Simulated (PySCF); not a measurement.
Molecule: SMILES C[C@@H]1COBO1, C3H7BO2.

Atoms are numbered as in `[CH3:1][C@@H:2]1[CH2:3][O:4][BH:5][O:6]1`; H(Xn) means a hydrogen on atom n. Ha(C3) is cis to C1 on the ring; Hb(C3) is trans to C1 on the ring.

Geometry PBE0-D3(BJ)/def2-SVP throughout; GIAO in PySCF 2.14, gas phase, one conformer, non-relativistic; equivalent atoms averaged; functional PBE0.

For orientation, def2-TZVP gives these shifts δ (against TMS, H2O, BF3·OEt2 at the same level): C2 76.0, C1 23.3, O4 139.9, B5 26.3, H(B5) 4.24, Hb(C3) 4.22, H(C2) 4.47, Ha(C3) 3.56, H(C1) 1.20 ppm.

A run gave: C2 72.6, C1 22.3, O4 129.9, B5 25.7, H(B5) 4.29, Hb(C3) 4.32, H(C2) 4.58, Ha(C3) 3.63, H(C1) 1.28 ppm (shifts δ (against TMS, H2O, BF3·OEt2 at the same level)).

Which basis set was used in that run?
A. pcSseg-0
B. 6-31G*
C. aug-cc-pVDZ
D. cc-pVDZ

Answers

C. O4 tells them apart best: aug-cc-pVDZ gives 129.9, cc-pVDZ gives 138.2, pcSseg-0 gives 139.5, 6-31G* gives 114.6 ppm.
